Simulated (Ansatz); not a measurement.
Consider the ligand exchange at a Zn–C bond: `[CH3][ZnH]` + `[OH][GeH3]` → `[ZnH][O][GeH3]` + CH₄.

Calculated with Ansatz (gas phase, PBE0-D4/def2-TZVP geometries, no zero-point term in ΔE). CBS: MP2 limit from def2 TZ/QZ plus the TZ coupled-cluster correction, frozen cores. This one scheme is used for every species. DFT in def2-TZVPP. B3LYP here is the variant with VWN-RPA as its local correlation; programs differ in this. HSE06 is defined as in plane-wave codes. For Ge, Zn outer-core shells are correlated without core-valence functions, which leaves a few kJ/mol of doubt a bond. Scalar relativity is left out up to krypton.

`[CH3][ZnH]`:

Cartesian coordinates in Å:
```
C 0.297 0.289 0.574
Zn -0.517 -0.504 -1.000
H -0.459 0.544 1.321
H 1.007 -0.400 1.039
H 0.837 1.204 0.319
H -1.165 -1.134 -2.253
```

`[OH][GeH3]`:

```xyz
6

O     1.246    0.103   -0.564
Ge   -0.408   -0.159    0.046
H     1.719    0.778   -0.073
H    -0.976   -1.254   -0.860
H    -1.222    1.145   -0.066
H    -0.359   -0.613    1.518
```

`[ZnH][O][GeH3]`:

```xyz
7

Zn   -0.840    1.633   -1.061
O    -0.598   -0.036   -0.546
Ge    0.418   -0.956    0.554
H    -1.101    3.040   -1.551
H     1.614   -0.100    1.031
H    -0.426   -1.384    1.772
H     0.933   -2.197   -0.200
```

CH₄:

Z-matrix (Å, degrees):
```
C
H 1 1.090
H 1 1.090 2 109.5
H 1 1.090 2 109.5 3 -120.0
H 1 1.090 2 109.5 3 120.0
```

CCSD(T)/CBS gives -21.0 kcal/mol.

(1) Another level gave -23.4 kcal/mol. Which?
A. HF/def2-TZVPP
B. HSE06/def2-TZVPP
C. B3LYP-D4/def2-TZVPP
D. SCS-MP2/def2-TZVPP

Largest T1 diagnostic among the species: 0.016.

Answers

(1) A. HF/def2-TZVPP -23.4, B3LYP-D4 -20.8, HSE06 -18.4, SCS-MP2/def2-TZVPP -22.0 kcal/mol.

In def2-TZVPP, CCSD(T) changes the Hartree–Fock value by +2.6 kcal/mol (the triples alone add +0.1 kcal/mol) and MP2 by +2.3 kcal/mol. From BLYP to BHLYP (50 % exact exchange), in def2-TZVPP and without D4, ΔE moves by −1.1 kcal/mol. At CCSD(T), def2-SVP lies −4.1 kcal/mol from the extrapolated value and def2-TZVPP +0.2 kcal/mol.
